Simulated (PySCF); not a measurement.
## Exact mass, isotope pattern and composition

Species: `[H][Sn]([H])([H])[CH]=C` (Sn(vinyl)H3).

All values are calculated from tables of isotopes.

(1) Molar mass and exact mass?

(2) What cluster does the molecular ion M+• show when like nominal masses merge?

(3) Which m/z would the protonated, sodiated and deprotonated molecule have?

(4) Which singly substituted isotopologues are there?

(5) What is the composition by mass?

Results:

(1) For C2H6Sn, with standard atomic weights, 1 × 118.710 + 2 × 12.011 + 6 × 1.008 = 148.780 g/mol. From the most abundant isotopes (120Sn, 12C, 1H), 1 × 119.902195 + 2 × 12.000000 + 6 × 1.007825 = 149.9491 u.

(2) 
```json
{"nominal mass": "142", "m/z (centroid)": "141.9512", "relative intensity": "3.0"}
{"nominal mass": "144", "m/z (centroid)": "143.9492", "relative intensity": "2.0"}
{"nominal mass": "145", "m/z (centroid)": "144.9499", "relative intensity": "1.1"}
{"nominal mass": "146", "m/z (centroid)": "145.9481", "relative intensity": "44.4"}
{"nominal mass": "147", "m/z (centroid)": "146.9494", "relative intensity": "24.4"}
{"nominal mass": "148", "m/z (centroid)": "147.9480", "relative intensity": "74.4"}
{"nominal mass": "149", "m/z (centroid)": "148.9498", "relative intensity": "27.9"}
{"nominal mass": "150", "m/z (centroid)": "149.9486", "relative intensity": "100.0"}
{"nominal mass": "151", "m/z (centroid)": "150.9520", "relative intensity": "2.2"}
{"nominal mass": "152", "m/z (centroid)": "151.9498", "relative intensity": "14.1"}
{"nominal mass": "153", "m/z (centroid)": "152.9533", "relative intensity": "0.3"}
{"nominal mass": "154", "m/z (centroid)": "153.9517", "relative intensity": "17.7"}
{"nominal mass": "155", "m/z (centroid)": "154.9551", "relative intensity": "0.4"}
```

Cut off at 0.1 %. One electron mass, 0.00055 u, is taken off. Abundances used (%; other tables differ somewhat): 112Sn 0.97, 114Sn 0.66, 115Sn 0.34, 116Sn 14.54, 117Sn 7.68, 118Sn 24.22, 119Sn 8.59, 120Sn 32.58, 122Sn 4.63, 124Sn 5.79; 12C 98.93, 13C 1.07; 1H 99.9885, 2H 0.0115.

(3) [M+H]+ 150.9564, [M+Na]+ 172.9384, [M−H]− 148.9419, for the monoisotopic species (arithmetic only; whether such ions form is another matter).

(4) Intensity in % of the monoisotopic species:

```tsv
isotope	mass shift (u)	m/z	intensity (%)
112Sn	-7.99738	141.9512	2.98
114Sn	-5.99942	143.9492	2.03
115Sn	-4.99885	144.9497	1.04
116Sn	-4.00045	145.9481	44.63
117Sn	-2.99924	146.9494	23.57
118Sn	-2.00059	147.9480	74.34
119Sn	-0.99889	148.9497	26.37
13C	+1.00335	150.9520	2.16
2H	+1.00628	150.9549	0.07
122Sn	+2.00124	151.9498	14.21
124Sn	+4.00308	153.9517	17.77
```

Species under 0.02 % are left out.

(5) Sn 79.79 %, C 16.15 %, H 4.07 %.
